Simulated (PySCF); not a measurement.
Ligands exchanged one at a time, Ga Br-SiH3. Isolated molecules, 0 K electronic values unless said otherwise. Strings in code marks are SMILES.

Method: PySCF 2.14.0 with B3LYP-D3(BJ)/def2-TZVP. All candidates: neutral, multiplicity 1. B3LYP has the VWN-RPA correlation part, as in Gaussian. Excitations are Tamm–Dancoff values on a coarser integration grid. The basis has no diffuse functions, so Rydberg states are missing or too high.

- T1 excitation (TDA): 4.12 eV
- HOMO: -7.87 eV
- HOMO–LUMO gap: 5.49 eV

Task: Which member has these values?
A. `[SiH3][Ga]([Br])[Br]`
B. `[Br][Ga]([Br])[Br]`
C. `[SiH3][Ga]([SiH3])[Br]`
D. `[SiH3][Ga]([SiH3])[SiH3]`

Result: A, `[SiH3][Ga]([Br])[Br]`. The others give `[Br][Ga]([Br])[Br]`: 4.42 eV, -8.42 eV, 5.74 eV; `[SiH3][Ga]([SiH3])[Br]`: 3.02 eV, -7.05 eV, 4.41 eV; `[SiH3][Ga]([SiH3])[SiH3]`: 2.77 eV, -7.05 eV, 4.23 eV
